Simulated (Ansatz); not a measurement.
A made-up structure of Si2H3F2 (charge +1), singlet:

| atom | x (Å) | y (Å) | z (Å) |
| --- | --- | --- | --- |
| F1 | -0.2952 | -1.5967 | 1.2678 |
| Si2 | 0.7091 | -0.7181 | 0.4476 |
| F3 | 1.2094 | -1.4339 | -0.8526 |
| Si4 | -0.7901 | 0.9412 | -0.4880 |
| H5 | -0.3211 | 0.5979 | 0.8076 |
| H6 | -0.6843 | 2.4052 | -0.2944 |
| H7 | -1.9365 | 0.5464 | -1.3375 |

It is relaxed with PBE-D4/def2-SVP and then PBE0-D4/def2-TZVP (Ansatz 0.2.0). Atoms count as bonded within 1.22 times the sum of their covalent radii (H–H: 0.88 Å). The end point is not checked to be a true minimum.

(1) Does its bonding change? (Judge from chemistry; the calculation decides.)

Results:

(1) By the calculation: Yes. Formed: none; broken: Si2–H5.

Where it ends: The first stage lowers the energy by 3.63 eV in 11 steps. It ends as Si₂H₃F₂ ([F][Si]([F])[SiH3]), total charge +1:
| atom | x (Å) | y (Å) | z (Å) |
| --- | --- | --- | --- |
| F1 | 0.4817 | -1.7718 | 1.3385 |
| Si2 | 0.4239 | -0.8803 | 0.0792 |
| F3 | 1.3910 | -1.3737 | -1.0192 |
| Si4 | -0.9830 | 1.0290 | -0.1803 |
| H5 | -1.6101 | 1.1217 | 1.1510 |
| H6 | 0.0251 | 2.0521 | -0.5253 |
| H7 | -1.8372 | 0.5651 | -1.2933 |

Labels in which every atom is bracketed show which atoms are joined, not bond orders.

For scale, one of the runs: PBE0-D4/def2-TZVP relaxation, 154 basis functions, launched by `ansatz run in.yaml --threads 2 --pin off --events-out ev --progress --plain --max-ram 4352MiB`. Hardware: 2 CPU threads of an Arm Neoverse V1, shared host. Wall time about 22 s.
